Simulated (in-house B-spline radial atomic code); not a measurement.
The numbers below are computed, except where a source is named.
**Weak and strong correlation along the adiabatic connection**

Two-electron singlets in several external potentials (atomic units), by full CI in B-splines with partial waves to l = 8 (correlation energies up to 0.6 % small). The repulsion is scaled by λ at fixed density; W(λ) is the mean repulsion less the Hartree energy, W(0) = E_x, and the area under W from 0 to 1 is E_xc.

Relative drop (W(λ) − E_x)/E_x:

| system | λ = 0.12 | λ = 0.25 | λ = 0.4 | λ = 0.6 | λ = 0.8 | λ = 1 |
| --- | --- | --- | --- | --- | --- | --- |
| ω²r²/2 − Z/r, ω = 4.46, Z = 1.5 | 0.0058 | 0.0119 | 0.0186 | 0.0273 | 0.0356 | 0.0435 |
| −V exp(−r²/w²), V = 6.38, w = 3.99 | 0.0171 | 0.0341 | 0.0520 | 0.0732 | 0.0919 | 0.1084 |
| ω²r²/2, ω = 0.263 | 0.0313 | 0.0602 | 0.0882 | 0.1188 | 0.1435 | 0.1638 |
| ω²r²/2, ω = 0.459 | 0.0233 | 0.0458 | 0.0686 | 0.0946 | 0.1167 | 0.1355 |
| ω²r²/2, ω = 2.44 | 0.0098 | 0.0199 | 0.0310 | 0.0448 | 0.0576 | 0.0695 |
| −Z exp(−kr)/r, Z = 1.75, k = 0.239 | 0.0137 | 0.0276 | 0.0425 | 0.0607 | 0.0771 | 0.0921 |
| −Z/r, Z = 8 | 0.0023 | 0.0048 | 0.0077 | 0.0114 | 0.0151 | 0.0186 |

(1) Order the systems by how far second-order (GL2) theory, half the initial slope (estimated from the first points of each curve), overshoots the correlation energy, least first.
A. −Z exp(−kr)/r, Z = 1.75, k = 0.239
B. ω²r²/2, ω = 0.459
C. ω²r²/2, ω = 2.44
D. ω²r²/2, ω = 0.263
E. −Z/r, Z = 8
F. ω²r²/2 − Z/r, ω = 4.46, Z = 1.5
G. −V exp(−r²/w²), V = 6.38, w = 3.99

(2) What else changes along this order?

## Answers

(1) E (GL2/E_c = 1.03), F (GL2/E_c = 1.08), C (GL2/E_c = 1.13), A (GL2/E_c = 1.18), G (GL2/E_c = 1.24), B (GL2/E_c = 1.33), D (GL2/E_c = 1.45).

(2) The ratio follows the bend of the curve. With it the leading natural occupation goes from 1.999 to 1.913 and −T_c/E_c from 0.97 to 0.69 between the first and the last.
